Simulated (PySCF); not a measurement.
SCF from a fresh guess for singlet CrSF4, at the B3LYP minimum. PySCF input:

```python
from pyscf import gto, scf, dft
mol = gto.M(atom='''
Cr    -0.000036     0.163293     0.080907
S      0.000346    -1.585730    -0.785683
F     -0.000121    -0.183814     1.767426
F      1.665178     0.555811     0.275388
F     -0.000121     1.294852    -1.216939
F     -1.665420     0.555228     0.275099''',
    basis={'Cr': 'def2-SVP', 'S': 'def2-SVP', 'F': 'def2-SVP'},
    charge=0, spin=0)
mf = dft.RKS(mol, xc='B3LYP')
mf.grids.atom_grid = (50, 194)
aux = {'Cr': 'def2-universal-JKFIT', 'S': 'def2-universal-JKFIT', 'F': 'def2-universal-JKFIT'}
mf = mf.density_fit(auxbasis=aux)
mf.conv_tol = 1e-08
mf.diis_space = 10
mf.max_cycle = 60
mf.init_guess = 'minao'
mf.verbose = 4
mf.kernel()
```

Excerpt of the output (cycles and frontier levels):

```
init E= -1841.74344610999
  HOMO = -0.386352790344952  LUMO = -0.322876782472699  gap/eV = 1.72727
cycle= 1 E= -1841.06997883353  delta_E= 0.673  |g|= 1.35  |ddm|= 3.26
  HOMO = -0.120295880564816  LUMO = -0.0980691302612988  gap/eV = 0.60482
cycle= 2 E= -1838.17820294372  delta_E= 2.89  |g|= 3.99  |ddm|= 3.92
  HOMO = -0.325085935939128  LUMO = -0.10142038121103  gap/eV = 6.08625
cycle= 3 E= -1840.39710827041  delta_E= -2.22  |g|= 2.01  |ddm|= 2.76
  HOMO = -0.348987441511354  LUMO = -0.284345268115912  gap/eV = 1.75900
cycle= 4 E= -1840.63836211354  delta_E= -0.241  |g|= 2.26  |ddm|= 2.46
  HOMO = -0.35952302396256  LUMO = -0.286793625734425  gap/eV = 1.97907
cycle= 5 E= -1840.89200227466  delta_E= -0.254  |g|= 1.93  |ddm|= 0.222
  HOMO = -0.350104089510325  LUMO = -0.280972073540956  gap/eV = 1.88118
cycle= 6 E= -1840.65821306294  delta_E= 0.234  |g|= 2.19  |ddm|= 0.318
  HOMO = -0.349719765084069  LUMO = -0.284290336822003  gap/eV = 1.78043
... 26 lines left out ...
cycle= 20 E= -1841.52061548386  delta_E= -7.97e-08  |g|= 0.000437  |ddm|= 0.000699
  HOMO = -0.3559282362149  LUMO = -0.230203478939103  gap/eV = 3.42114
cycle= 21 E= -1841.52061551766  delta_E= -3.38e-08  |g|= 0.000163  |ddm|= 0.000405
  HOMO = -0.355926187246547  LUMO = -0.230197400829636  gap/eV = 3.42125
cycle= 22 E= -1841.52061552193  delta_E= -4.28e-09  |g|= 0.000117  |ddm|= 0.000188
  HOMO = -0.355928735051048  LUMO = -0.230196047818935  gap/eV = 3.42136
cycle= 23 E= -1841.52061552477  delta_E= -2.83e-09  |g|= 1.32e-05  |ddm|= 9.78e-05
  HOMO = -0.355929311909479  LUMO = -0.230195375793481  gap/eV = 3.42139
Extra cycle  E= -1841.52061552457  delta_E= 1.93e-10  |g|= 4.11e-05  |ddm|= 3.71e-05
converged SCF energy = -1841.52061552457
```

No lower solution of this spin was found by a stability analysis within the restricted form, which does not test spin polarisation.

At the minimum of this search the closed-shell solution is unstable towards spin polarisation, so a lower open-shell solution exists.

The search for the lowest solution, with the stability check, took 17 s on 2 threads of a shared Arm Neoverse N1 host, with 105 basis functions; the process peaked at 0.44 GiB.
